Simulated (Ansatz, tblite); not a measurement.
Removing an electron: the cluster Si₃B⁻ (the lowest singlet isomer of a short search). Charge -1, multiplicity 1. Geometry: PBE0-D4/def2-TZVPD. Ansatz, gas phase; energy differences of separate SCF runs; the oxidised species was run as a doublet alone.

```xyz
4

B     0.6222   -0.3025   -0.3574
Si   -0.7219   -1.6230   -0.4440
Si    1.1301    1.4268    0.1986
Si   -1.0303    0.4986    0.6029
```

The xTB rows come from tblite. Correlated methods freeze 16 core orbitals. HOMO above LUMO, or a gap near zero within one spin, warns that the state may not be the lowest or that an electron is smeared out. The structure comes from a short search, and lower isomers may exist.

Problem. Estimate orbital energies and vertical ionisation energies at: GFN1-xTB; GFN2-xTB; PBE-D4/def2-TZVPD; r2SCAN-D4/def2-TZVPD; PBE0-D4/def2-TZVPD; CCSD/def2-TZVPPD; CCSD(T)/def2-TZVPPD.

Solution. 
```json
{"level": "GFN1-xTB", "−HOMO (eV)": "5.46", "vertical IE (eV)": "7.09", "−LUMO (eV)": "4.54", "HOMO–LUMO gap (eV)": "0.92", "remarks": "–"}
{"level": "GFN2-xTB", "−HOMO (eV)": "0.67", "vertical IE (eV)": "3.13", "−LUMO (eV)": "-0.36", "HOMO–LUMO gap (eV)": "1.03", "remarks": "–"}
{"level": "PBE-D4/def2-TZVPD", "−HOMO (eV)": "0.47", "vertical IE (eV)": "2.86", "−LUMO (eV)": "-0.72", "HOMO–LUMO gap (eV)": "1.20", "remarks": "gap within one spin near zero (doublet)"}
{"level": "r2SCAN-D4/def2-TZVPD", "−HOMO (eV)": "0.63", "vertical IE (eV)": "2.83", "−LUMO (eV)": "-0.74", "HOMO–LUMO gap (eV)": "1.37", "remarks": "–"}
{"level": "PBE0-D4/def2-TZVPD", "−HOMO (eV)": "1.31", "vertical IE (eV)": "2.88", "−LUMO (eV)": "-1.41", "HOMO–LUMO gap (eV)": "2.72", "remarks": "–"}
{"level": "CCSD/def2-TZVPPD", "−HOMO (eV)": "–", "vertical IE (eV)": "2.85", "−LUMO (eV)": "–", "HOMO–LUMO gap (eV)": "–", "remarks": "restricted SCF unstable (-1 singlet), spin-contaminated (⟨S²⟩ 0.91) (doublet)"}
{"level": "CCSD(T)/def2-TZVPPD", "−HOMO (eV)": "–", "vertical IE (eV)": "2.96", "−LUMO (eV)": "–", "HOMO–LUMO gap (eV)": "–", "remarks": "restricted SCF unstable (-1 singlet), spin-contaminated (⟨S²⟩ 0.91) (doublet)"}
```

Run but left out: HF/def2-TZVPPD (singlet: restricted singlet, unstable towards broken spin symmetry); MP2/def2-TZVPPD (neutral doublet: ⟨S²⟩ 0.91, where a pure state has 0.75).  Raw xTB energy differences between charge states are shifted by several eV; the methods need an empirical correction for them.
